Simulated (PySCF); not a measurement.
PySCF 2.14 output of an unrestricted LDA calculation on a single atom or ion in ANO-RCC-VTZP, with the spin-free X2C one-electron Hamiltonian (Gaussian nucleus):

```
SCF conv_tol = 1e-09
number electrons alpha = 39  beta = 39
    P. A. M. Dirac.,  Math. Proc. Cambridge Philos. Soc. 26, 376 (1930)
    F. Bloch.,  Z. Phys. 57, 545 (1929)
    S. H. Vosko, L. Wilk, and M. Nusair.,  Can. J. Phys. 58, 1200 (1980)
cycle= 1 E= -18403.7378414135  delta_E= -0.0109  |g|= 0.419  |ddm|= 0.277
cycle= 2 E= -18403.6657909657  delta_E= 0.0721  |g|= 0.745  |ddm|= 0.421
cycle= 3 E= -18403.7629287536  delta_E= -0.0971  |g|= 0.041  |ddm|= 0.301
cycle= 4 E= -18403.7633564141  delta_E= -0.000428  |g|= 0.00853  |ddm|= 0.0268
cycle= 5 E= -18403.763386665  delta_E= -3.03e-05  |g|= 0.00126  |ddm|= 0.00713
cycle= 6 E= -18403.7633871863  delta_E= -5.21e-07  |g|= 2.72e-05  |ddm|= 0.00076
cycle= 7 E= -18403.7633871865  delta_E= -2.22e-10  |g|= 9.33e-08  |ddm|= 1.63e-05
converged SCF energy = -18403.7633871865  <S^2> = -7.1054274e-15  2S+1 = 1
```

The run itself started from symmetry-adapted Hartree-Fock orbitals and held the occupation by maximum overlap, on a logarithmic radial grid, so the iterations belong to that start.

Question: Which element, charge and spin multiplicity is this?

Answer: Pt (platinum, neutral), multiplicity 1; the state was [Xe] 4f14 5d10, closed-shell 1S (an excited configuration).

Spin-orbit coupling, which splits the p, d and f shells strongly at this Z, is absent.
